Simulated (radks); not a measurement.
Values are calculated unless marked as measured or tabulated.
Ionisation of neutral boron, [He] 2s2 2p1, to B+, [He] 2s2, under several functionals. Non-relativistic Kohn-Sham, spin-polarised, spherical densities, point nucleus; open shells are filled with parallel spins first; a radial shooting solver on a logarithmic mesh with Libxc functionals.

| functional | E(B) (hartree) | Exc (hartree) | IE (eV) | -e(HOMO) (eV) | <r> HOMO (bohr) | IE error (eV) |
|---|---|---|---|---|---|---|
| exchange-only PBE | -24.49062 | -3.68741 | 7.858 | 3.490 | 2.314 | -0.440 |
| LDA (Slater exchange, Perdew-Zunger correlation) | -24.35183 | -3.53537 | 8.564 | 4.077 | 2.236 | +0.266 |
| exchange-only B88 | -24.51734 | -3.71770 | 7.830 | 3.468 | 2.294 | -0.468 |
| LDA (Slater exchange, VWN5 correlation) | -24.35361 | -3.53756 | 8.581 | 4.105 | 2.232 | +0.283 |
| PBEsol | -24.47226 | -3.66768 | 8.415 | 3.977 | 2.252 | +0.117 |
| BLYP | -24.64575 | -3.85517 | 8.412 | 3.882 | 2.246 | +0.114 |

NIST Atomic Spectra Database: 8.298 eV (measured). Closest: BLYP. The Delta-SCF values span 0.75 eV, the total energies 0.29 hartree. The highest occupied level is 2p. Open shells are spherical and high-spin; term and fine-structure splittings are not resolved.
